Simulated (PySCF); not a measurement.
Ligand exchange on a metal centre used in film growth or etching (Zr Cl-F). All species are isolated molecules in the gas phase.

The HOMO–LUMO gap from two functionals at the same geometries (r2SCAN-D4/def2-SVP), both in PySCF: PBE-D3(BJ)/def2-TZVP and TPSSh-D3(BJ)/def2-TZVP. 

```json
[
 {"species": "0 of 4 Cl replaced by F ([Zr(Cl)4])", "TPSSh-D3(BJ)/def2-TZVP (eV)": "5.83"},
 {"species": "1 of 4 Cl replaced by F ([Zr(Cl)3(F)])", "TPSSh-D3(BJ)/def2-TZVP (eV)": "6.03"},
 {"species": "2 of 4 Cl replaced by F", "TPSSh-D3(BJ)/def2-TZVP (eV)": "6.36"},
 {"species": "3 of 4 Cl replaced by F ([Zr(Cl)(F)3])", "TPSSh-D3(BJ)/def2-TZVP (eV)": "6.95"},
 {"species": "4 of 4 Cl replaced by F", "TPSSh-D3(BJ)/def2-TZVP (eV)": "9.28"}
]
```

Q: What does PBE-D3(BJ)/def2-TZVP give for each?

A: 
- 0 of 4 Cl replaced by F ([Zr(Cl)4]): 4.82
- 1 of 4 Cl replaced by F ([Zr(Cl)3(F)]): 5.00
- 2 of 4 Cl replaced by F: 5.31
- 3 of 4 Cl replaced by F ([Zr(Cl)(F)3]): 5.84
- 4 of 4 Cl replaced by F: 7.89
Over these rows, drawn at random from the members with no instability flagged (it was tested for open shells, ions and some series alone), PBE minus TPSSh-D3(BJ): mean -1.12 eV, from -1.39 eV to -1.01 eV.
